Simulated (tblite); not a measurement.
Species: C6H9BrF2Si.
Bonds: C1–Si2, Si2–C3, C3–C4 (double), C4–C5 (double), C5–C6, C5–C7, C7–F8, C7–F9, C7–Br10. Hydrogens: H11, H12, H13 on C1; H14, H15 on Si2; H16 on C3; H17, H18, H19 on C6.

Computed with GFN2-xTB (tblite), gas phase: L-BFGS steps from a force-field or distance-geometry start until the largest atomic force falls under 0.01 eV/Å.

Step 60: E = -888.3696 eV
```
atom  x, y, z in Å  |  force x, y, z in eV/Å
C1      2.9137    0.4188   -0.9880    0.020   0.000  -0.015
Si2     2.2299    0.2738    0.7760   -0.037   0.037  -0.020
C3      0.8385   -1.0243    0.6906    0.053  -0.023   0.032
C4     -0.4005   -0.6957    0.5836   -0.065   0.030  -0.062
C5     -1.5905   -0.2242    0.3071    0.059   0.060  -0.005
C6     -2.7166    0.0042    1.2720    0.013   0.007  -0.044
C7     -1.8200    0.1487   -1.1239   -0.009  -0.018   0.015
F8     -0.8542    0.9662   -1.5964   -0.059  -0.008  -0.015
F9     -2.9804    0.7756   -1.3399    0.014   0.003   0.034
Br10   -1.7970   -1.4341   -2.3547   -0.024  -0.021   0.007
H11     3.8246    1.0116   -1.0155   -0.036  -0.007   0.016
H12     3.1435   -0.5553   -1.4148   -0.013   0.030   0.016
H13     2.1859    0.9010   -1.6383    0.031  -0.044   0.023
H14     1.6752    1.5504    1.2270   -0.013   0.012   0.025
H15     3.2143   -0.2325    1.7342    0.062  -0.033   0.016
H16     1.1293   -2.0642    0.6683   -0.003  -0.013  -0.001
H17    -3.0183    1.0514    1.2494    0.000  -0.003   0.046
H18    -3.5814   -0.5981    0.9955   -0.014  -0.029  -0.014
H19    -2.4059   -0.2641    2.2784    0.020   0.022  -0.053
```

Step 61: E = -888.3707 eV
```
atom  x, y, z in Å  |  force x, y, z in eV/Å
C1      2.9129    0.4169   -0.9879    0.015   0.007   0.001
Si2     2.2350    0.2770    0.7795   -0.027   0.002  -0.005
C3      0.8404   -1.0183    0.6970    0.008  -0.023   0.006
C4     -0.3992   -0.6922    0.5826    0.005   0.035  -0.056
C5     -1.5887   -0.2219    0.3046    0.031   0.036  -0.015
C6     -2.7147    0.0011    1.2693   -0.007   0.016  -0.027
C7     -1.8220    0.1489   -1.1253   -0.008  -0.007  -0.005
F8     -0.8583    0.9672   -1.5992   -0.036   0.004  -0.029
F9     -2.9827    0.7759   -1.3388    0.000   0.006   0.037
Br10   -1.8028   -1.4313   -2.3602   -0.021  -0.027   0.017
H11     3.8231    1.0106   -1.0235   -0.043  -0.009   0.020
H12     3.1405   -0.5579   -1.4134   -0.008   0.019   0.018
H13     2.1796    0.8954   -1.6346    0.033  -0.035   0.015
H14     1.6830    1.5535    1.2324   -0.013   0.023   0.024
H15     3.2157   -0.2357    1.7404    0.051  -0.018  -0.008
H16     1.1270   -2.0592    0.6727    0.018  -0.020   0.009
H17    -3.0185    1.0474    1.2494    0.002   0.014   0.052
H18    -3.5804   -0.5997    0.9916    0.002  -0.041  -0.005
H19    -2.3998   -0.2687    2.2741   -0.002   0.019  -0.049
```

Step 62: E = -888.3715 eV
```
atom  x, y, z in Å  |  force x, y, z in eV/Å
C1      2.9160    0.4191   -0.9873    0.006   0.000   0.033
Si2     2.2349    0.2773    0.7802   -0.002  -0.027   0.003
C3      0.8405   -1.0191    0.6983   -0.026  -0.008  -0.014
C4     -0.3993   -0.6933    0.5793    0.062   0.029  -0.041
C5     -1.5876   -0.2208    0.3023   -0.014   0.014  -0.005
C6     -2.7124    0.0023    1.2688   -0.024   0.014  -0.026
C7     -1.8253    0.1464   -1.1267   -0.008   0.009  -0.021
F8     -0.8634    0.9646   -1.6033   -0.015   0.013  -0.044
F9     -2.9858    0.7742   -1.3373   -0.017   0.005   0.034
Br10   -1.8100   -1.4335   -2.3629   -0.021  -0.026   0.025
H11     3.8248    1.0150   -1.0217   -0.045  -0.011   0.021
H12     3.1453   -0.5548   -1.4137   -0.002   0.012   0.024
H13     2.1819    0.8949   -1.6341    0.022  -0.019   0.005
H14     1.6813    1.5528    1.2347   -0.008   0.019   0.020
H15     3.2141   -0.2399    1.7435    0.029   0.001  -0.034
H16     1.1243   -2.0606    0.6740    0.031  -0.021   0.015
H17    -3.0152    1.0492    1.2502    0.001   0.003   0.046
H18    -3.5807   -0.5984    0.9939    0.043  -0.019   0.004
H19    -2.3932   -0.2661    2.2726   -0.012   0.012  -0.045
```

Q: Estimate the geometry and energy of step 63. (The exact step hangs on the optimiser's Hessian estimate; all steps are aligned on step 62, rigid shifts and turns removed.)

A: E = -888.3724 eV, largest force 0.087 eV/Å
```
atom  x, y, z in Å  |  force x, y, z in eV/Å
C1      2.9176    0.4201   -0.9865   -0.015  -0.006   0.053
Si2     2.2351    0.2779    0.7807    0.022  -0.039   0.027
C3      0.8409   -1.0188    0.7012   -0.041  -0.002  -0.026
C4     -0.3979   -0.6914    0.5765    0.081   0.019  -0.025
C5     -1.5859   -0.2184    0.3001   -0.035  -0.009  -0.015
C6     -2.7105    0.0023    1.2667   -0.022   0.013  -0.004
C7     -1.8275    0.1452   -1.1280   -0.011   0.026  -0.033
F8     -0.8684    0.9642   -1.6076    0.005   0.019  -0.057
F9     -2.9884    0.7731   -1.3343   -0.037   0.008   0.024
Br10   -1.8165   -1.4341   -2.3655   -0.019  -0.026   0.032
H11     3.8245    1.0177   -1.0206   -0.028  -0.002   0.019
H12     3.1475   -0.5530   -1.4125    0.011  -0.009   0.021
H13     2.1831    0.8927   -1.6341    0.006   0.000  -0.005
H14     1.6815    1.5535    1.2366   -0.001   0.008   0.016
H15     3.2144   -0.2445    1.7441    0.010   0.019  -0.055
H16     1.1212   -2.0612    0.6794    0.040  -0.020   0.015
H17    -3.0132    1.0490    1.2520   -0.009   0.013   0.033
H18    -3.5793   -0.5993    0.9938    0.056  -0.010   0.000
H19    -2.3879   -0.2658    2.2688   -0.015  -0.001  -0.020
```

The energy changes by -0.0009 eV. The first-order estimate −F·Δx gives -0.0012 eV and the mean of the old and new forces, exact on a quadratic surface, -0.0009 eV. The step makes an angle of 68° with the force vector and moves no atom by more than 0.007 Å.

What follows is the cost of the whole relaxation. On one thread, Arm Neoverse N1 (aarch64) (shared host), this took 2.9 s of wall time.
